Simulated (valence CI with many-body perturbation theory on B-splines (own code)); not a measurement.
**Bi69+: key properties**

Calculated by configuration interaction combined with many-body perturbation theory (CI+MBPT): four valence electrons over a frozen Dirac-Fock core [Ne], radial functions for each j: 9 s, 9 p, 8 d, 6 f, 3 g, 1 h, with the one-electron correlation potential Σ1 (screened to all orders), the two-electron term Σ2, the three-electron term Σ3, Breit, model QED; selected single and double excitations, second order for the rest, scaled by the run's own slope (own B-spline code, finite nucleus).

No measured spectrum was set against this ion. As an estimate, large intervals hold to a few tenths of a per cent, small ones and those within an open d or f shell to about a per cent.

Levels are named by their leading jj configuration (3d3/2^4 stands for four electrons in 3d with j = 3/2), which in mixed levels can hold well under half, so a name can repeat and another be missing.

Rates and lifetimes use the calculated energies. Strong lines usually hold to 10 to 20 %, long lifetimes can be off by a factor of two.

Q: What is the ground level?

A: (3s^2 3p1/2^2) J=0, composition 68 % 3s²3p² ³P + 32 % 3s²3p² ¹S.

Q: What is the ionisation energy?

A: 8784.6 eV; NIST lists 8780 ± 50 eV (theoretical).

Q: What are the static dipole polarisabilities of the lowest levels?

A: (3s^2 3p1/2^2) J=0 0.00116 bohr³, of which the core gives 2.61e-05.

Q: Name the longest-lived excited levels whose lifetime is computed, and their main decay.

A: (3s^2 3p1/2 3p3/2) J=2 at 45.80 Ry lives 24.0 ns, mostly by E2 to (3s^2 3p1/2^2) J=0.

Q: How well does LS coupling describe the low levels?

A: Among the lowest 20 levels the leading LS term, summed over configurations, holds 58 % on average. For single configurations the figures are 55 % in LS and 93 % in jj coupling. Terms mix most in the J = 2 level at 91.83 Ry, where the leading one holds 26 %.
